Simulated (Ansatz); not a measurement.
The same path of BFH₂S₂ (6 atoms, charge 0, multiplicity 1) was run 3 times with different band settings. The coordinate that changes most is the dihedral S3–B2–S4–H6.

Theory: RKS PBE-D4/def2-SVP in Ansatz 0.2.0.

Relaxed end points:

```xyz
6
Properties=species:S:1:pos:R:3
F -0.462 -0.773 1.023
B -0.001 -0.024 0.010
S 1.767 -0.019 -0.414
S -1.132 1.010 -0.970
H 2.107 -0.906 0.564
H -2.237 0.649 -0.260
```

```xyz
6
Properties=species:S:1:pos:R:3
F -0.705 -1.169 1.557
B -0.245 -0.421 0.546
S 1.549 -0.514 0.244
S -1.495 0.558 -0.347
H 1.583 0.339 -0.814
H -0.645 1.143 -1.232
```

Common settings: spring 5.0 eV/Å²; optimiser quadratic models (default); start path through a guess of the saddle point; iteration limit 60; end points relaxed.

| run | movable images | climbing image | force threshold |
| --- | --- | --- | --- |
| 1 | 5 | yes | 0.05 eV/Å |
| 2 | 4 | no | 0.05 eV/Å |
| 3 | 5 | yes | 0.5 eV/Å |

What does each run give, and how far can it be trusted?

Run 1: converged after 18 iterations, highest image 0.368 eV above the first end. The profile has 2 maxima (images 2, 5) with wells between them (image 3): this band takes more than one step, which may be the mechanism or a detour left from its start path. A vibrational analysis at the climbing image gives one clearly imaginary mode, 341i cm⁻¹: a first-order saddle point.
Run 2: converged after 14 iterations, highest image 0.326 eV above the first end. The profile has 2 maxima (images 1, 4) with wells between them (image 2): this band takes more than one step, which may be the mechanism or a detour left from its start path. No image climbed, so the highest image needn't sit at the top of the path.
Run 3: converged after 12 iterations, highest image 0.276 eV above the first end. The threshold of 0.5 eV/Å is loose, so the images may lie well off the minimum-energy path. The profile has 2 maxima (images 2, 5) with wells between them (image 3): this band takes more than one step, which may be the mechanism or a detour left from its start path. The order of the stationary point at the top wasn't checked.
